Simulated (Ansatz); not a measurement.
`CCB(F)F` + H₂S → `FB(F)S` + `CC` at 400 K and 1 bar (ligand exchange at a B–C bond).

Calculated with Ansatz (gas phase, PBE0-D4/def2-TZVP geometries, no zero-point term in ΔE). CCSD(T)/CBS adds triple-zeta CCSD(T) − MP2 to the extrapolated MP2 energy (def2 sets, frozen cores). This one scheme is used for every species. Each species was taken in one conformer, which may not be the lowest.

```json
{"species": "`CCB(F)F`", "CCSD(T)/CBS energy (Eh)": "-303.63268", "H − E (kJ/mol)": "225.2", "S (J/(mol·K))": "353.1"}
{"species": "H₂S", "CCSD(T)/CBS energy (Eh)": "-398.97279", "H − E (kJ/mol)": "53.4", "S (J/(mol·K))": "215.9"}
{"species": "`FB(F)S`", "CCSD(T)/CBS energy (Eh)": "-622.90532", "H − E (kJ/mol)": "72.1", "S (J/(mol·K))": "308.3"}
{"species": "`CC`", "CCSD(T)/CBS energy (Eh)": "-79.71954", "H − E (kJ/mol)": "213.5", "S (J/(mol·K))": "244.3"}
```

H − E and S are ideal-gas, rigid-rotor, harmonic terms from PBE0-D4/def2-TZVP, for one conformer and one mirror image of each species. 1 Eh = 2625.50 kJ/mol, R = 8.31446 J/(mol·K).

Problem. By hand: ΔE, ΔH, ΔS and ΔG.

Solution. ΔE = (-622.90532) + (-79.71954) − (-303.63268) − (-398.97279) = -0.01939 Eh = -50.9 kJ/mol. Δ(H − E) = 72.1 + 213.5 − 225.2 − 53.4 = 7.0, so ΔH = -43.9 kJ/mol. ΔS = 308.3 + 244.3 − 353.1 − 215.9 = -16.4 J/(mol·K). ΔG = -43.9 − 400 × (-16.4)/1000 = -37.3 kJ/mol.

Problem. By hand: the equilibrium constant, and the temperature at which ΔG would vanish if ΔH and ΔS stayed fixed.

Solution. log₁₀ K = −ΔG/(RT ln 10) = 4.9. ΔG = 0 at ΔH/ΔS = 2677 K, far beyond where these terms or the molecules hold.

ΔH outweighs TΔS. A doubt of 5 kJ/mol in ΔE shifts log₁₀ K by 0.7 here. Other conformers and mirror images would add mixing entropy, several J/(mol·K) or more a flexible species. Modes under 60 cm⁻¹, often nearly free rotors, make the harmonic entropy too high. These are equilibria of isolated gas molecules and say nothing of rates. Largest T1 diagnostic: 0.013 (customary marks: 0.02 for closed shells, 0.045 for open ones).
